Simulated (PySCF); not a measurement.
Exercise with solution: oscillator strength and radiative lifetime

N-ethenylpropan-2-imine (C₅H₉N), SMILES C=CN=C(C)C.

Geometry: B3LYP-D3(BJ)/def2-SVP. Other conformers were not sampled.

TDA-LC-ωPBE/def2-SVPD (PySCF 2.14.0) puts the first singlet state with f over 0.02 at 4.91 eV (vertical), with the transition dipole (0.521, -0.144, 0.350) in atomic units.

Q: Find the oscillator strength, the wavelength and the radiative lifetime that this transition would have in vacuum if emission retraced absorption.

A: 
|μ|² = 0.4147 au, so |μ| = 1.64 D. ΔE = 4.91/27.211 = 0.1804 hartree. f = (2/3) ΔE |μ|² = 0.050 (the program prints 0.050).
λ = 1239.84/4.91 = 253 nm; ν = 39602 cm⁻¹.
Einstein's coefficient A = 0.6670 ν² f s⁻¹ (ν in cm⁻¹) = 5.2e7 s⁻¹, so τ = 1/A = 19 ns. This state is S1. The figure is the radiative limit of this one transition; relaxation, internal conversion, crossing to triplets and a medium change what is measured.
